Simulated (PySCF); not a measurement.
Zr(OPh)F3, C6H5F3OZr (singlet state).
Structure used (PBE0-D3(BJ)/def2-SVP), in Å, numbered top down from 1:
```xyz
16
C6H5F3OZr angstrom
Zr    -1.009   -1.282   -2.930
O     -0.445   -0.543   -1.255
C     -0.039   -0.033   -0.076
C     -0.331   -0.708    1.112
C      0.097   -0.178    2.326
C      0.811    1.020    2.364
C      1.096    1.688    1.173
C      0.674    1.169   -0.048
H     -0.889   -1.646    1.068
H     -0.132   -0.709    3.253
H      1.144    1.431    3.319
H      1.655    2.627    1.193
H      0.892    1.680   -0.987
F      0.534   -1.657   -3.977
F     -2.090   -0.016   -3.852
F     -2.001   -2.876   -2.617
```

Method used: PySCF, PBE0-D3(BJ)/def2-SVP geometry optimisation, gas phase, def2 core potentials past Kr.

(1) Which atoms are bound to Zr1, and at what distances?

(2) List the angles at Zr1.

(3) What is the shape at Zr1?

(4) What are the other bond lengths?

(5) Give some angles away from the centre.

(6) What are the rotational constants (commonest isotopes, rigid rotor)?

## Answers

(1) 4 atoms: F14 1.902 Å, F15 1.903 Å, F16 1.903 Å, O2 1.915 Å. The nearest atom not counted as bound is C3, at 3.26 Å.

(2) 
```tsv
angle	degrees	distance of the outer atoms (Å)
F14–Zr1–F16	110.3	3.12
F15–Zr1–F16	109.9	3.12
O2–Zr1–F15	109.6	3.12
O2–Zr1–F16	109.4	3.12
F14–Zr1–F15	108.9	3.10
O2–Zr1–F14	108.6	3.10
```

(3) Tetrahedral: angles from 108.6° to 110.3°; τ4 = (360° − α − β)/141° = 0.99 with α and β the two widest (0 for a square, 1 for a tetrahedron).

(4) O2–C3 1.347 Å; C3–C4, C3–C8 1.398 Å; C4–C5, C7–C8 1.392 Å; C5–C6, C6–C7 1.395 Å. (A selection.)

(5) Zr1–O2–C3 179.4°, O2–C3–C4 119.9°, C4–C3–C8 120.3°, C3–C4–C5 119.5°, C4–C5–C6 120.5°, C5–C6–C7 119.5°.

(6) A = 1852, B = 356.3, C = 334.9 MHz: a near-prolate asymmetric top.

Point group: near Cs, missed by 0.12 Å at most; the miss may be what the optimiser left on a soft mode. Charge 0, singlet. PBE0-D3(BJ)/def2-SVP frequencies: not computed here.
